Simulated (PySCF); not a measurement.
## Checking a proposed structure

A compound C₆H₅F₃O gives the data below (simulated from a calculation) and was assigned the structure `FC1=C(C(F)F)CC=CO1`.

13C{1H} NMR (computed): δ 184.6 (C), 121.9 (C), 115.0 (C), 88.2 (CH2), 83.2 (C), 5.8 (CH3).

1H NMR (400 MHz, computed): δ 4.96 (m, 2H), 2.40 (s, 3H).

[PySCF: shieldings: GIAO PBE0/pcSseg-1; coordinates at the GFN2-xTB level; gas phase; single conformer; rapidly exchanging positions averaged; no relativistic terms]

Scale: 1H and 13C vs TMS (reference shieldings calculated alike).

(1) Compare with the shifts computed for the proposed structure, pairing carbons in order of shift.

(2) Which isomer fits?

## Answers

(1) Numbering as in the mapped SMILES `[F:1][C:2]1=[C:3]([CH:4]([F:5])[F:6])[CH2:7][CH:8]=[CH:9][O:10]1`. Hydrogens are named by the atom that carries them.

```
atom  computed for proposal  given list  difference
  C2                  166.3       184.6       -18.3
  C9                  146.2       121.9       +24.3
  C4                  117.4       115.0        +2.4
  C8                  111.4        88.2       +23.2
  C3                   87.5        83.2        +4.3
  C7                   22.7         5.8       +16.9
```

The rms difference is 17.2 ppm and the largest +24.3 ppm at C9 (alkene carbon bearing oxygen). The carbon types in order of shift don't match either: C, CH, CH, CH, C, CH2 for the proposal against C, C, C, CH2, C, CH3 in the data. The proposal doesn't fit.

(2) SMILES CC#CC(=O)C(F)(F)CF.

Carbon types of the structure: 4 × C, 1 × CH2, 1 × CH3, which accounts for all hydrogens. δC 184.6: carbonyl carbon of an ynone. δC 121.9: fully substituted sp3 carbon bonded to 2 F, α to a carbonyl; 2 electronegative neighbours deshield it. δC 115.0, 83.2: alkyne carbon. δC 88.2: sp3 CH2 bonded to F; the inductive effect lowers its shielding.

Other isomers checked: C=C(C#CC)OC(F)(F)F (rms 18.1 ppm).

The shifts were computed for this structure.

Splittings by 19F in the carbon and heteronuclear signals aren't shown, as no couplings were computed. Shifts are as computed. Against solution values, carbons near 30 ppm lie about +3 ppm off and those near 130 ppm about +5 ppm. Of 1211 compounds with measured shifts, 218 miss one by over three times the rms of a fit or turn the order of signals round; such compounds aren't used in these exercises. No couplings were computed; multiplicities are counted from neighbouring protons, with m where these are inequivalent, close in shift, in a saturated or five-membered ring or joined by F or P, and br s for small geminal =CH2 splittings.
